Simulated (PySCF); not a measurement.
Isomers of C5H3ClFN, one conformer each; single-point electronic energies without zero-point terms and without any empirical dispersion term.

Computed with PySCF at wB97X-D/pcSseg-2, non-relativistic, each on one gas-phase PBE0-D3(BJ)/def2-TZVP geometry that isn't relaxed in the solvent. The solvent is an IEF-PCM continuum (Bondi radii, 1.10 Å for H, scaled by 1.2). Only the electrostatic response of the medium enters.

```json
{"isomer": "`c1ccc(nc1F)Cl` (2-chloro-6-fluoropyridine)", "relative energy, gas (kcal/mol)": "0.0", "dipole (D)": "3.81"}
{"isomer": "`c1ccnc(c1F)Cl` (2-chloro-3-fluoropyridine)", "relative energy, gas (kcal/mol)": "8.3", "dipole (D)": "3.44"}
```

Task: How do the relative energies look in chloroform (ε = 4.711)?

Result: 
| isomer | relative energy, solvent (kcal/mol) | E(solvent) − E(gas) (kcal/mol) | dipole in solvent (D) |
| --- | --- | --- | --- |
| `c1ccc(nc1F)Cl` (2-chloro-6-fluoropyridine) | 0.0 | -3.5 | 4.80 |
| `c1ccnc(c1F)Cl` (2-chloro-3-fluoropyridine) | 8.3 | -3.4 | 4.37 |

The order is unchanged. The gains span 0.1 kcal/mol, the gas-phase energies 8.3 kcal/mol.
